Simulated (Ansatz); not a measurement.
Mulliken charges of `[C]#C[SiH](N)Cl` radical from r2SCAN/def2-TZVPP in Ansatz (PBE0-D4/def2-TZVP geometry).

```json
{"atom": "C1", "x (Å)": "2.449", "y (Å)": "-0.587", "z (Å)": "1.393", "charge (e)": "-0.006"}
{"atom": "C2", "x (Å)": "1.422", "y (Å)": "-0.157", "z (Å)": "0.914", "charge (e)": "-0.225"}
{"atom": "Si3", "x (Å)": "-0.129", "y (Å)": "0.478", "z (Å)": "0.200", "charge (e)": "0.650"}
{"atom": "N4", "x (Å)": "-0.859", "y (Å)": "-0.786", "z (Å)": "-0.657", "charge (e)": "-0.420"}
{"atom": "Cl5", "x (Å)": "0.391", "y (Å)": "2.126", "z (Å)": "-0.922", "charge (e)": "-0.254"}
{"atom": "H6", "x (Å)": "-1.053", "y (Å)": "0.964", "z (Å)": "1.241", "charge (e)": "-0.072"}
{"atom": "H7", "x (Å)": "-0.314", "y (Å)": "-1.386", "z (Å)": "-1.255", "charge (e)": "0.165"}
{"atom": "H8", "x (Å)": "-1.814", "y (Å)": "-0.710", "z (Å)": "-0.970", "charge (e)": "0.163"}
```

Question: By hand: the dipole of these point charges (1 e Å = 4.8032 D).

Answer: Σ q r = (-0.429, -0.274, -0.028) e Å, of length 0.510 e Å = 2.45 D.

Question: How does the dipole of the full density compare? (Best estimate.)

Answer: Ansatz gave: (-0.261, -0.310, -0.156) e Å, 2.09 D; the point charges give 1.17 times that, at 25° from its direction.

Point charges leave out the atoms' own dipoles, such as those of lone pairs, and Mulliken's split depends on the basis, so the two needn't agree.
